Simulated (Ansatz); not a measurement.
Reaction (redistribution): `B[SiH2][SiH](N)F` + `N[SiH2]O[SiH3]` → `N[SiH2]O[SiH](N)F` + `B[SiH2][SiH3]`

Isolated molecules relaxed with PBE0-D4/def2-TZVP in Ansatz; ΔE leaves out vibrations. CCSD(T)/CBS adds triple-zeta CCSD(T) − MP2 to the extrapolated MP2 energy (def2 sets, frozen cores). DFT in def2-TZVPP. B3LYP here is the variant with VWN-RPA as its local correlation; programs differ in this. One conformer a species, not always the lowest.

| level | ΔE (kcal/mol) | difference from CCSD(T)/CBS |
| --- | --- | --- |
| r2SCAN-D4 | -10.8 | -0.2 |
| B3LYP-D4 | -9.9 | 0.7 |
| ωB97X-V | -10.1 | 0.5 |
| ωB97M-V | -10.5 | 0.1 |
| PBE | -9.4 | 1.2 |
| r2SCAN | -10.7 | -0.1 |
| PBE0 | -10.3 | 0.3 |
| B3LYP | -9.1 | 1.5 |
| HF/def2-TZVPP | -9.8 | 0.8 |
| MP2/def2-TZVPP | -10.5 | 0.1 |
| SCS-MP2/def2-TZVPP | -9.8 | 0.8 |
| CCSD/def2-TZVPP | -10.8 | -0.2 |
| CCSD(T)/def2-TZVPP | -10.9 | -0.3 |
| SCS-MP2/def2-QZVPP | -9.6 | 1.0 |
| HF/CBS(def2) | -9.7 | 0.9 |
| MP2/CBS(def2) | -10.2 | 0.4 |
| CCSD(T)/CBS | -10.6 | 0 |

Largest T1 diagnostic among the species: 0.014.

From PBE to PBE0 (25 % exact exchange), in def2-TZVPP and without D4, ΔE moves by −0.9 kcal/mol. The D4 term adds −0.8 kcal/mol with B3LYP and −0.4 kcal/mol with PBE0; it sums over pairs of atoms, weighted by their polarisabilities, and B3LYP, whose exchange is more repulsive, gets the larger term.
